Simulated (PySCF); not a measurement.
## O (oxygen, neutral) across methods

[He] 2s2 2p4, high-spin 3P determinant. Computed with PySCF 2.14 in aug-cc-pCVTZ-DK (7s6p4d2f, 59 functions), with the spin-free X2C one-electron Hamiltonian (Gaussian nucleus).

| method | E (hartree) | mean ε 2s β (eV) | mean ε 2p α (eV) | mean ε 2p β (eV) | Σ⟨r²⟩ (bohr²) | ⟨S²⟩ |
| --- | --- | --- | --- | --- | --- | --- |
| r2SCAN | -75.1105 | -21.868 | -10.840 | -7.919 | 11.49 | 2.006 |
| PBE0 | -75.0701 | -23.884 | -12.378 | -9.476 | 11.51 | 2.004 |
| revPBE | -75.1242 | -21.587 | -10.139 | -7.557 | 11.71 | 2.003 |
| PBE | -75.0625 | -21.619 | -10.189 | -7.590 | 11.72 | 2.003 |
| LDA | -74.5771 | -21.712 | -10.370 | -7.447 | 11.79 | 2.004 |
| BP86 | -75.1389 | -21.805 | -10.254 | -7.748 | 11.67 | 2.003 |
| PW91 | -75.1163 | -21.668 | -10.260 | -7.662 | 11.70 | 2.003 |
| UHF | -74.86521 | -29.362 | -18.439 | -14.191 | 11.24 | 2.009 |
| r2SCANh | -75.1092 | -22.717 | -11.649 | -8.636 | 11.45 | 2.006 |
